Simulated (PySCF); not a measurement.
C$_{3}$H$_{3}$N$_{2}$ (SMILES [c]1cnc[nH]1), doublet (typed; the unrestricted solution is spin-contaminated), at a GFN2-xTB geometry; DF-HF/LANL2DZ in PySCF.

Here is a job for PySCF.
```python
from pyscf import gto, scf

mol = gto.Mole()
mol.atom = '''
    C     0.27236014   -1.00195734    0.56516932
    C     1.19099687   -0.19044326   -0.01759859
    N     0.51940717    0.85249222   -0.56329251
    C    -0.75970702    0.68408123   -0.32290162
    N    -0.96357796   -0.45087572    0.37351811
    H     2.25307636   -0.28200407   -0.07977545
    H    -1.53106846    1.35703366   -0.63791490
    H    -1.83471236   -0.83642890    0.69809648
'''
mol.basis = 'lanl2dz'
mol.spin = 1
mol.verbose = 3
mol.build()

mf = scf.UHF(mol)
mf = mf.density_fit(auxbasis='def2-universal-jkfit')
mf.kernel()
mf.analyze()
```

Q: Predict the main parts of the log of this PySCF run.

A: 
```
converged SCF energy = -224.076412966422  <S^2> = 1.0031331  2S+1 = 2.2388686
**** MO energy ****
                             alpha | beta                alpha | beta
MO #1   energy= -15.6259656540688  | -15.6268579481765  occ= 1 | 1
MO #2   energy= -15.5663155776573  | -15.5539279324972  occ= 1 | 1
MO #3   energy= -11.3204749315593  | -11.3138576002525  occ= 1 | 1
MO #4   energy= -11.30579292427    | -11.2791287995413  occ= 1 | 1
MO #5   energy= -11.256062336929   | -11.2669924491641  occ= 1 | 1
MO #6   energy= -1.39191774916534  | -1.37865009470039  occ= 1 | 1
MO #7   energy= -1.20161106070091  | -1.18558544031779  occ= 1 | 1
MO #8   energy= -1.03830326332988  | -1.01334971136085  occ= 1 | 1
MO #9   energy= -0.849169198531411 | -0.838056704522513 occ= 1 | 1
MO #10  energy= -0.812482892877248 | -0.809825115344307 occ= 1 | 1
MO #11  energy= -0.759022272156665 | -0.721528433295634 occ= 1 | 1
MO #12  energy= -0.636475142509656 | -0.624465311968838 occ= 1 | 1
MO #13  energy= -0.628178753753863 | -0.620816278733623 occ= 1 | 1
MO #14  energy= -0.596608443308145 | -0.595063327378695 occ= 1 | 1
MO #15  energy= -0.512090362413986 | -0.420970369518898 occ= 1 | 1
MO #16  energy= -0.432059508666309 | -0.418239908835593 occ= 1 | 1
MO #17  energy= -0.431933147597071 | -0.33501001545026  occ= 1 | 1
MO #18  energy= -0.358109454905144 | 0.0748079844812479 occ= 1 | 0
MO #19  energy= 0.158931331595928  | 0.17834077404904   occ= 0 | 0
MO #20  energy= 0.211243321228857  | 0.222016708243012  occ= 0 | 0
MO #21  energy= 0.218577358540543  | 0.233547263777667  occ= 0 | 0
MO #22  energy= 0.279866904550519  | 0.289900119596373  occ= 0 | 0
MO #23  energy= 0.289382511241639  | 0.304696857623733  occ= 0 | 0
MO #24  energy= 0.313397464927923  | 0.31748358688973   occ= 0 | 0
MO #25  energy= 0.323726341740996  | 0.34218633335502   occ= 0 | 0
MO #26  energy= 0.392465106611664  | 0.402397076067142  occ= 0 | 0

To work with the spin densities directly, `use mulliken_meta_spin()` only printing them here.

 ** Mulliken spin pop alpha/beta on meta-lowdin orthogonal AOs **
 ** Mulliken Spin Density (per atom)  **
spin density of  0 C =      1.40662
spin density of  1 C =     -0.42733
spin density of  2 N =      0.31631
spin density of  3 C =     -0.29329
spin density of  4 N =     -0.04850
spin density of  5 H =      0.02339
spin density of  6 H =      0.02007
spin density of  7 H =      0.00272
 ** Mulliken pop alpha/beta on meta-lowdin orthogonal AOs **
 ** Mulliken atomic charges   ( Nelec_alpha | Nelec_beta ) **
charge of  0C =      0.03151  (     3.68756      2.28093 )
charge of  1C =     -0.08349  (     2.82808      3.25541 )
charge of  2N =     -0.30040  (     3.80836      3.49204 )
charge of  3C =      0.05519  (     2.82576      3.11905 )
charge of  4N =     -0.23576  (     3.59363      3.64213 )
charge of  5H =      0.13545  (     0.44397      0.42058 )
charge of  6H =      0.13614  (     0.44196      0.42189 )
charge of  7H =      0.26135  (     0.37069      0.36797 )
Dipole moment(X, Y, Z, Debye): -2.87572, -1.85122,  1.41502
```
